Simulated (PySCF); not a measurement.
B(H)(F)(NMe2) (C2H7BFN), SMILES CN(C)BF. Atoms are numbered in the order given.

```xyz
12

B      0.7410    -0.8337     0.0000
H      1.9469    -0.8681     0.0000
F      0.0592    -1.9903     0.0000
N      0.0517     0.3825     0.0000
C     -1.3972     0.4694     0.0000
C      0.7379     1.6585     0.0000
H     -1.7627     1.0115    -0.8914
H     -1.7627     1.0115     0.8914
H     -1.8343    -0.5370     0.0000
H      0.4717     2.2570     0.8909
H      0.4717     2.2570    -0.8909
H      1.8252     1.5037     0.0000
```

The structure is a stationary point at B3LYP-D3(BJ)/def2-SVP. This is a generated structure with no PubChem entry under its InChIKey; it may be hypothetical. Other conformers were not sampled.

All values below come from r2SCAN/def2-TZVP run with PySCF.

Isolated molecule, no solvent.

```yaml
total_energy: -259.92187 hartree
point_group: Cs
highest_occupied_level: -6.24 eV
lowest_empty_level: 0.24 eV
orbital_gap: 6.48 eV
dipole_moment: 2.34 D
quadrupole, principal values (traceless, Buckingham form, about the centre of nuclear charge): -3.07, 0.88, 2.20 D·Å
mean_static_polarisability: 49.0 bohr³ (7.26 Å³)
polarisability_principal_values: 39.4, 50.2, 57.5 bohr³
```
